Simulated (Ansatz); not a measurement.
`CC([SiH3])[SeH]` → `[SiH3]CC[SeH]`  (isomerisation)

Computed with Ansatz on PBE0-D4/def2-TZVP structures; ΔE is electronic, products minus reactants. CCSD(T)/CBS adds triple-zeta CCSD(T) − MP2 to the extrapolated MP2 energy (def2 sets, frozen cores). Functionals use def2-TZVPP. For Se outer-core shells are correlated without core-valence functions, which leaves a few kJ/mol of doubt a bond. Scalar relativity is left out up to krypton. One conformer a species, not always the lowest.

```tsv
species	PBE energy (Eh)
`CC([SiH3])[SeH]`	-2771.46762
`[SiH3]CC[SeH]`	-2771.46842
```

Question: Work out ΔE.

Answer: ΔE = (-2771.46842) − (-2771.46762) = -0.00080 Eh = -2.1 kJ/mol. CCSD(T)/CBS gives +3.0 kJ/mol.

Largest T1 diagnostic among the species: 0.010.

In def2-TZVPP, CCSD(T) changes the Hartree–Fock value by +6.4 kJ/mol (the triples alone add +1.2 kJ/mol) and MP2 by +8.5 kJ/mol. The D4 term adds +4.5 kJ/mol with B3LYP and +2.2 kJ/mol with PBE0; it sums over pairs of atoms, weighted by their polarisabilities, and B3LYP, whose exchange is more repulsive, gets the larger term.

B3LYP here is the variant with VWN-RPA as its local correlation; programs differ in this.
